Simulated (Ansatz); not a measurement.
SbNH6, singlet: a pair in one relaxed arrangement.

The input file, in.yaml:

```yaml
crystal:
  periodic: [false, false, false]
  atoms:
    - {symbol: N, position_ang: [0.001558, 0.168807, -1.544374]}
    - {symbol: H, position_ang: [-0.888296, 0.331499, -1.999513]}
    - {symbol: H, position_ang: [0.519684, 1.038491, -1.572341]}
    - {symbol: H, position_ang: [0.508844, -0.504405, -2.105536]}
    - {symbol: Sb, position_ang: [-0.351534, -0.792183, 1.432668]}
    - {symbol: H, position_ang: [-0.868891, 0.831924, 1.383030]}
    - {symbol: H, position_ang: [1.287680, -0.356822, 1.255695]}
    - {symbol: H, position_ang: [-0.208946, -0.717313, 3.150370]}
basis:
  gaussian: {orbitals: "def2-TZVPPD.json"}
hamiltonian: {xc: {name: BLYP}, dispersion: d4}
```

The basis file named in the input lies beside it (Basis Set Exchange, JSON).

Launched with

```bash
ansatz run in.yaml --threads 4 --pin off --events-out ev --progress --plain --max-ram 9574MiB
```

The run's output (Ansatz 0.2.0):

```
Functional definition: BLYP
  name "BLYP"
  cite "Becke, Phys. Rev. A 38, 3098 (1988) doi:10.1103/PhysRevA.38.3098"
  cite "Lee, Yang & Parr, Phys. Rev. B 37, 785 (1988) doi:10.1103/PhysRevB.37.785"
  parameter beta = 0.0042
  parameter a = 0.04918
  parameter b = 0.132
  parameter c = 0.2533
  parameter d = 0.349
  exchange = b88_x(beta = beta)
  correlation = lyp_c(a = a, b = b, c = c, d = d)
946 factors; their error is unknown
mean field evaluation 1: about -8114.0520 eV, gradient 7.1e1 eV
mean field evaluation 2: about -8079.5991 eV, gradient 1.3e2 eV
mean field evaluation 4: about -8123.3080 eV, gradient 1.2e1 eV
mean field evaluation 8: about -8123.6555 eV, gradient 1.5e-1 eV
mean field evaluation 16: about -8123.6377 eV, gradient 2.6e-4 eV
mean field -8123.63774272 eV, -298.5381806455 hartree, gradient 5.1e-5 eV, S^2 0.000000; 0 other end points of the search recorded, 0 dependent functions left out
reference -8123.63812211 eV, -298.5381945879 hartree; 18, 18 occupied and 177, 177 virtual orbitals, 946 factors
Total energy: -8123.86720363 eV, -298.5466131783 hartree
```

The lines “mean field evaluation” count trial sets of orbitals through the whole run, from several starts and some on an approximate energy, so they need not fall steadily or lie above the final value.

The run took about 1.3 s on 4 CPU threads of an Arm Neoverse V1 (shared host).
